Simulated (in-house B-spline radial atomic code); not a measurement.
How numerical settings move a run on neutral copper, [Ar] 3d10 4s1. Computed with a B-spline radial code for spherical atoms: Dirac-Kohn-Sham BLYP, spherical fractional occupations, Fermi nucleus of rms radius 3.8823 fm.

Command:
```bash
python run_scf.py task.json out
```
Settings of the sound reference run:
```
Z                29
electrons        29
configuration    [Ar] 3d10 4s1
hamiltonian      dirac
method           b88,lyp
spin_polarised   False
nucleus          fermi
rms_radius       3.8823
mass_number      63
atomic_mass      62.9296
speed_of_light   137.036
knot_spacing     0.22
spline_order     8
gauss_points     12
box_radius       50
max_iterations   70
damping          0.5
damped_steps     3
diis_vectors     10
tolerance        1e-08
start            Thomas-Fermi
```

Time taken, with all properties: 1.7 s on 1 thread of Arm Neoverse V1 (shared host).

It converges in 13 iterations to -1655.254372 hartree, with 4s1/2 at -4.65088 eV. The other runs change the listed settings, some to values that make no sense; their results aren't properties of the atom or ion. Radii are in bohr (the nuclear one in fm), a minus after a letter asks for a j subshell, and «unchanged» means within 1e-8 hartree. The run stops when the residual is below 10 × tolerance × max(1, Z/10), or a noise floor if that is larger, and the energy moves by less than 1e-8 × √|E| hartree; so very loose and very tight tolerances often act alike.

```tsv
changed settings	outcome
diis_vectors = 0	not converged after 70 iterations, last residual 3.0e-01, last energy +2.97e+00 hartree from the reference
electrons = 30, configuration = [Ar] 3d10 4s1 5p-1, max_iterations = 100	converged in 54 iterations to -1655.2469 hartree, a different physical problem (warning: 5p1/2 has a positive eigenvalue: unbound, held by the box)
spline_order = 3	converged in 13 iterations, energy +3.60e-02 hartree from the reference, 4s1/2 level +3.6e-03 eV
max_iterations = 5	not converged after 5 iterations, last residual 6.4e-01, last energy +4.73e+01 hartree from the reference
method = r2scan	stopped with error: meta-GGAs are not served with the Dirac Hamiltonian
spline_order = 10, max_iterations = 2, damping = 0.95	not converged after 2 iterations, last residual 8.9e-02, last energy +1.91e-01 hartree from the reference
electrons = 37, configuration = [Ar] 3d10 4s1 6s2 6p6, max_iterations = 100	converged in 62 iterations to -1654.3446 hartree, a different physical problem (warning: 4s1/2 has a positive eigenvalue: unbound, held by the box)
max_iterations = 12	not converged after 12 iterations, last residual 1.6e-06, last energy +3.00e-10 hartree from the reference
spline_order = 5	converged in 13 iterations, energy +1.66e-05 hartree from the reference, 4s1/2 level +2.9e-06 eV
diis_vectors = 2	converged in 17 iterations, energy unchanged, 4s1/2 level -6.5e-07 eV
spline_order = 7, max_iterations = 12, damping = 0.8	converged in 10 iterations, energy +6.34e-07 hartree from the reference, 4s1/2 level -1.1e-06 eV
spline_order = 6	converged in 13 iterations, energy +7.94e-07 hartree from the reference
spline_order = 7	converged in 13 iterations, energy +6.34e-07 hartree from the reference, 4s1/2 level +5.1e-07 eV
max_iterations = 3, damping = 0.8	not converged after 3 iterations, last residual 5.8e-02, last energy +5.29e-02 hartree from the reference
spline_order = 4	converged in 13 iterations, energy +5.54e-04 hartree from the reference, 4s1/2 level +6.6e-05 eV
max_iterations = 2	not converged after 2 iterations, last residual 9.0e-02, last energy +1.91e-01 hartree from the reference
```

Q: What happens with diis_vectors = 1?

A: Not converged after 70 iterations, last residual 1.9e+00, last energy +5.33e+01 hartree from the reference.

Q: What happens with diis_vectors = 20?

A: Converged in 13 iterations, energy unchanged.

Q: What happens with spline_order = 4, gauss_points = 4, max_iterations = 60, damped_steps = 0, tolerance = 1e-05?

A: Converged in 9 iterations, energy +5.55e-04 hartree from the reference, 4s1/2 level +6.8e-05 eV.

Q: What happens with max_iterations = 3?

A: Not converged after 3 iterations, last residual 7.2e-02, last energy +3.51e-01 hartree from the reference.
